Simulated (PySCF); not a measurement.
## Two-component Hartree-Fock for F²⁺ (fluorine, charge +2)

Start: [He] 2s1 2p3 3s1; 2s1/2 filled at m_j = +1/2; 2p3/2 filled at m_j = -1/2, +1/2, +3/2; 3s1/2 filled at m_j = +1/2. Calculated with PySCF 2.14 in x2c-SVPall-2c with one added diffuse shell of s type (4s2p1d, 15 functions): generalised Hartree-Fock with the X2C-1e Hamiltonian and a Gaussian nucleus; one run each with spin-orbit coupling (SO) switched off, then screened by Boettger's factors. This is a chosen level, not necessarily the ground level.

```
spinor shell  electrons  ε, spin-free (eV)  ε, screened SO (eV)  weight of nominal j (screened SO)  rms radius, screened SO (bohr)
       1s1/2          2            -781.60              -781.60                              1.000                           0.204
       2s1/2          1            -101.41              -101.41                              1.000                           0.944
       2p3/2          3            -78.112              -78.112                              0.665                           0.923
       3s1/2          1            -23.021              -23.021                              1.000                            2.94
```

| quantity | spin-free | screened SO |
| --- | --- | --- |
| E (hartree) | -95.88293 | -95.88294 |
| M_J | 5/2 | 5/2 |
| ⟨J²⟩ | 8.750 | 8.750 |
| ⟨L²⟩ | 0.000 | 0.000 |
| ⟨S²⟩ | 8.750 | 8.750 |

Each row is a mean over spinors that exchange with the open shell spreads, by up to 8.929 eV (1s1/2).

Rows whose weight is well below 1 are mixtures of j = l ± 1/2: exchange outweighs spin-orbit coupling there, and the label is only the starting occupation.

Without spin-orbit coupling the j labels of p, d and f shells carry no meaning; the spin-free column gives the mean over the occupied spinors of each nl shell.
